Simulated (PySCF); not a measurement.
Compound: C3H7F3OSi.
Bonds: C1–C2, C2–O3, O3–Si4, Si4–C5, C5–F6, C5–F7, C5–F8. Hydrogens: H9, H10, H11 on C1; H12, H13 on C2; H14, H15 on Si4.

Level: PBE0/pcSseg-1 and wB97X-D/def2-SVPD in PySCF, non-relativistic, on one gas-phase PBE0-D3(BJ)/def2-SVP geometry that isn't relaxed in the solvent. The solvent is an IEF-PCM continuum (van der Waals radii × 1.2). The model holds no explicit solvent molecules, cavitation or dispersion.

Gas phase at PBE0/pcSseg-1: HOMO -8.46 eV, LUMO 0.22 eV, dipole 2.14 D.

What does the continuum do to the energy, the frontier levels and the dipole at PBE0/pcSseg-1 in chloroform?

```csv
solvent,ε,E(solvent) − E(gas) (kcal/mol),polarisation term (kcal/mol),distortion of the solute (kcal/mol),HOMO (eV),LUMO (eV),dipole (D)
chloroform,4.711,-2.15,-2.30,0.15,-8.33,0.35,2.39
```

The polarisation term is half the interaction of the solute with the surface charges that it induces; the rest is the cost of distorting the solute's density. The sum is the electrostatic part of solvation alone.

Which radius a makes the point-dipole formula ΔE = −[(ε − 1)/(2ε + 1)]·μ²/a³ give the value in chloroform, with the gas-phase dipole?

μ = 0.842 au and |ΔE| = 0.00342 Eh give a = 2.22 Å; the farthest nucleus lies 3.63 Å from the centroid of the nuclei, so such a sphere wouldn't even hold the nuclei. The formula assumes a rigid point dipole at the centre of a sphere.

Which Mulliken charges (PBE0/pcSseg-1) respond most in chloroform (means over atoms taken as equivalent)?

```tsv
atoms	environment	gas (e)	solvent (e)	change
O3	silyl ether oxygen	-0.640	-0.653	-0.013
C1	methyl carbon	-0.287	-0.297	-0.010
H14/H15	Si–H hydrogen	-0.093	-0.086	+0.007
H12/H13	methylene hydrogen	+0.117	+0.124	+0.007
F6/F7/F8	fluorine of a CF3 group	-0.273	-0.278	-0.005
H9/H10/H11	methyl hydrogen	+0.122	+0.124	+0.002
```

Which Mayer bond orders change most in chloroform?

```
   bond  length (Å)    gas  solvent  change
  C2–O3       1.417  0.861    0.851  -0.010
 Si4–C5       1.933  0.799    0.793  -0.006
  C5–F6       1.340  0.980    0.974  -0.006
Si4–H14       1.492  0.921    0.925  +0.004
  C5–F8       1.342  0.975    0.972  -0.003
  C1–C2       1.509  1.069    1.071  +0.002
  C5–F7       1.348  0.955    0.953  -0.002
 C2–H12       1.107  0.946    0.944  -0.002
```

Gas phase at wB97X-D/def2-SVPD: HOMO -10.42 eV, LUMO 1.74 eV, dipole 2.25 D.

What does the continuum do to the energy, the frontier levels and the dipole at wB97X-D/def2-SVPD in chloroform?

| solvent | ε | E(solvent) − E(gas) (kcal/mol) | polarisation term (kcal/mol) | distortion of the solute (kcal/mol) | HOMO (eV) | LUMO (eV) | dipole (D) |
| --- | --- | --- | --- | --- | --- | --- | --- |
| chloroform | 4.711 | -2.06 | -2.24 | 0.18 | -10.29 | 1.88 | 2.55 |

How does the static polarisability (wB97X-D/def2-SVPD, frozen core, with the continuum's full static response) change?

```
    medium  isotropic (au)  principal values (au)  ⟨r²⟩ of the electrons (bohr²)
       gas            69.5       63.9, 66.0, 78.6                         1399.9
chloroform            82.5       78.2, 79.5, 89.8                         1399.7
```

The isotropic value in chloroform is 1.19 times the gas-phase one; no cavity-field correction is applied. ⟨r²⟩ is taken about the centre of nuclear charge.

Hardware: an Arm Neoverse N1 with one thread, no GPU, shared host. Cost: 48 s, 0.93 GiB resident at most. This is the whole shielding run at PBE0/pcSseg-1 in chloroform, SCF included.

Shape of the structure used: `[CH3:1][CH2:2][O:3][SiH2:4][C:5]([F:6])([F:7])[F:8]`: C1–C2–O3–Si4 179°, C2–O3–Si4–C5 65°, O3–Si4–C5–F6 59°.

wB97X-D is run here without its empirical dispersion term; that term would change no orbital, density or response property at a fixed geometry.
